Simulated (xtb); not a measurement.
HB, charge -1, doublet, at the geometry of the source list (a state made from the parent by changing its charge; the spin is typed, not shown lowest); xtb with GFN2-xTB.

Here is a job for xtb.
```
$ xtb mol.xyz --gfn 2 --chrg -1 --uhf 1 --hess --json

# file mol.xyz
2

B      0.32270000     0.09790000    -0.47190000
H     -0.32270000    -0.09790000     0.47190000
```

Task: What does xtb print? Leave out banner, timings and long lists.

Result: 
```
   ID    Z sym.   atoms
    1    5 B      1
    2    1 H      2

           -------------------------------------------------
          |                Calculation Setup                |
           -------------------------------------------------

           -------------------------------------------------
          |                 G F N 2 - x T B                 |
           -------------------------------------------------

          ...................................................
          :                      SETUP                      :
          :.................................................:
          :  # basis functions                   5          :
          :  # atomic orbitals                   5          :
          :  # shells                            3          :
          :  # electrons                         5          :
          :  max. iterations                   250          :
          :  Hamiltonian                  GFN2-xTB          :
          :  restarted?                      false          :
          :  GBSA solvation                  false          :
          :  PC potential                    false          :
          :  electronic temp.          300.0000000     K    :
          :  accuracy                    1.0000000          :
          :  -> integral cutoff          0.2500000E+02      :
          :  -> integral neglect         0.1000000E-07      :
          :  -> SCF convergence          0.1000000E-05 Eh   :
          :  -> wf. convergence          0.1000000E-03 e    :
          :  Broyden damping             0.4000000          :
          :  net charge                         -1          :
          :  unpaired electrons                  1          :
          ...................................................

 iter      E             dE          RMSdq      gap      omega  full diag
   1     -1.5810926 -0.158109E+01  0.139E+01    0.00       0.0  T
   2     -1.5895136 -0.842099E-02  0.947E+00    0.00       1.0  T
   3     -1.5911359 -0.162228E-02  0.174E+00    0.00       1.0  T
   4     -1.5913220 -0.186154E-03  0.939E-01    0.00       1.0  T
   5     -1.5913261 -0.407350E-05  0.117E-01    0.00       1.0  T
   6     -1.5913261  0.191347E-07  0.406E-02    0.00       1.7  T
   7     -1.5913261 -0.322228E-07  0.438E-03    0.00      16.2  T
   8     -1.5913261 -0.541891E-09  0.198E-04    0.00     356.7  T
   9     -1.5913261 -0.541123E-12  0.135E-05    0.00    5227.4  T

[...]
         :: total energy              -1.578697179687 Eh    ::
[...]
          :  imag. cutoff                  -20.0000000 cm⁻¹ :
          :.................................................:

    mode    ω/cm⁻¹     T·S(HO)/kcal·mol⁻¹    T·S(FR)/kcal·mol⁻¹   T·S(vib)
   ------------------------------------------------------------------------
   ------------------------------------------------------------------------

   temp. (K)  partition function   enthalpy   heat capacity  entropy
                                   cal/mol     cal/K/mol   cal/K/mol   J/K/mol
 298.15  VIB   1.00                    0.016      0.001      0.000
         ROT   15.3                  592.502      1.987      7.402
         INT   15.3                  592.517      1.988      7.402
         TR   0.393E+26             1481.254      4.968     33.338
         TOT                        2073.7711     6.9561    40.7394   170.4536

       T/K    H(0)-H(T)+PV         H(T)/Eh          T*S/Eh         G(T)/Eh
   ------------------------------------------------------------------------
    298.15    0.330476E-02    0.949800E-02    0.193566E-01   -0.985860E-02
   ------------------------------------------------------------------------

         :::::::::::::::::::::::::::::::::::::::::::::::::::::
         ::                  THERMODYNAMIC                  ::
         :::::::::::::::::::::::::::::::::::::::::::::::::::::
         :: total free energy          -1.588555780989 Eh   ::
         ::.................................................::
         :: total energy               -1.578697179687 Eh   ::
         :: zero point energy           0.006193232386 Eh   ::
         :: G(RRHO) w/o ZPVE           -0.016051833688 Eh   ::
         :: G(RRHO) contrib.           -0.009858601302 Eh   ::
         :::::::::::::::::::::::::::::::::::::::::::::::::::::

           -------------------------------------------------
          | TOTAL ENERGY               -1.578697179687 Eh   |
          | TOTAL ENTHALPY             -1.569199182705 Eh   |
          | TOTAL FREE ENERGY          -1.588555780989 Eh   |
          | GRADIENT NORM               0.112733901649 Eh/α |
          | HOMO-LUMO GAP               0.000000000003 eV   |
           -------------------------------------------------
########################################################################
[WARNING] Runtime exception occurred
-1- hessian_numhess: Hessian on incompletely optimized geometry!
########################################################################

normal termination of xtb
```
